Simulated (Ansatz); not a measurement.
Two isomers of C2H5NSi: A = `C=C1N[SiH2]1`, B = `NC1=C[SiH2]1`.

Gas-phase electronic energies from Ansatz, PBE0-D4/def2-TZVP geometries. CCSD(T)/CBS is the MP2 limit (def2-TZVPP, def2-QZVPP) plus CCSD(T) − MP2 in def2-TZVPP, frozen cores. Functionals use def2-TZVPP. B3LYP here is the variant with VWN-RPA as its local correlation; programs differ in this. Each species was taken in one conformer, which may not be the lowest.

A:

Z-matrix (Å, degrees):
```
Si
C 1 1.810
N 1 1.717 2 46.7
H 1 1.481 2 119.9 3 -104.9
H 1 1.479 2 125.1 3 96.0
C 2 1.326 1 159.4 3 168.0
H 3 1.008 1 145.8 2 -126.2
H 6 1.081 2 120.3 1 15.5
H 6 1.086 2 121.7 1 -165.1
```

B:

Z-matrix (Å, degrees):
```
Si
C 1 1.811
C 1 1.791 2 43.8
H 1 1.487 2 121.3 3 106.8
H 1 1.487 2 121.6 3 -106.7
N 2 1.348 1 153.9 3 175.9
H 3 1.082 1 154.5 2 -179.1
H 6 1.007 2 119.6 1 171.8
H 6 1.003 2 119.1 1 17.6
```

(1) Which is lower in electronic energy at CCSD(T)/CBS, and by how much? (Best estimate.)

(2) Give E(B) − E(A) in kJ/mol with B3LYP, BLYP-D4, PBE-D4, ωB97M-V, B3LYP-D4, HF/def2-TZVPP, r2SCAN-D4. (Estimate.)

(3) Does the order hold for the free energy at 298.15 K (harmonic terms from PBE0-D4)? (An estimate is asked.)

Largest T1 diagnostic: 0.014.

Results:

(1) Ansatz gave: A, by 7.6 kJ/mol.

(2) Computed: B3LYP 9.1, BLYP-D4 13.5, PBE-D4 4.2, ωB97M-V 4.4, B3LYP-D4 9.4, HF/def2-TZVPP 2.8, r2SCAN-D4 5.1. None reverses the order clearly.

(3) Ansatz gave: Yes: G(B) − G(A) = +10.1 kJ/mol, for one conformer each.

Leaving LDA and LC-ωPBE aside and taking each functional with its dispersion term where it has one, the values, not all of them listed here, spread over 13.8 kJ/mol, from PBE-QIDH to BLYP-D4. LDA lies −3.2 kJ/mol from PBE without D4. At CCSD(T), def2-SVP lies −7.3 kJ/mol from the extrapolated value and def2-TZVPP −0.0 kJ/mol.
